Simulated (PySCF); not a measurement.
# Correlation energy of V⁺ (vanadium, charge +1)

Starting occupation: [Ar] 3d4, 3d3/2 with m_j = -3/2, -1/2, +1/2, +3/2. Computed with PySCF 2.14 in x2c-QZVPPall-2c, with X2C-1e with screened-nucleus spin-orbit coupling, Gaussian nucleus. Frozen: [Ne]; 12 electrons correlated; the 8 highest virtual spinors left out.

MP2 pair energies summed by pair of shells (mhartree):

| pair | energy | share (%) |
| --- | --- | --- |
| 3d-3p | -149.09 | 39.7 |
| 3p-3p | -105.15 | 28.0 |
| 3d-3d | -48.19 | 12.8 |
| 3p-3s | -39.87 | 10.6 |
| 3d-3s | -27.07 | 7.2 |
| 3s-3s | -6.40 | 1.7 |

Total MP2 correlation energy: -375.77 mhartree.

The GHF reference relaxed away from the jj start to a determinant that is no pure jj level (⟨S²⟩ = 6.00, ⟨J²⟩ = 3.96); the energies belong to that determinant.

This basis was not built for core-valence correlation, so the inner-shell part is incomplete.
